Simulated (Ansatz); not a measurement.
Mulliken charges of CH2AlNO2 (`O[C]1=[N][Al]1[OH]`) from r2SCAN/def2-TZVPP in Ansatz (PBE0-D4/def2-TZVP geometry).

```tsv
atom	x (Å)	y (Å)	z (Å)	charge (e)
O1	-0.730	-0.454	2.075	-0.295
C2	-0.217	-0.293	0.865	0.162
N3	0.711	-1.044	0.334	-0.395
Al4	0.237	0.238	-0.825	0.517
O5	0.407	0.975	-2.316	-0.376
H6	-0.277	-1.226	2.463	0.188
H7	-0.070	1.736	-2.641	0.198
```

By hand: the dipole of these point charges (1 e Å = 4.8032 D).

Σ q r = (-0.197, 0.369, -0.220) e Å, of length 0.473 e Å = 2.27 D.

How does the dipole of the full density compare? (Best estimate.)

Ansatz gave: (-0.174, 0.426, -0.355) e Å, 2.79 D; the point charges give 0.81 times that, at 11° from its direction.

Point charges leave out the atoms' own dipoles, such as those of lone pairs, and Mulliken's split depends on the basis, so the two needn't agree.
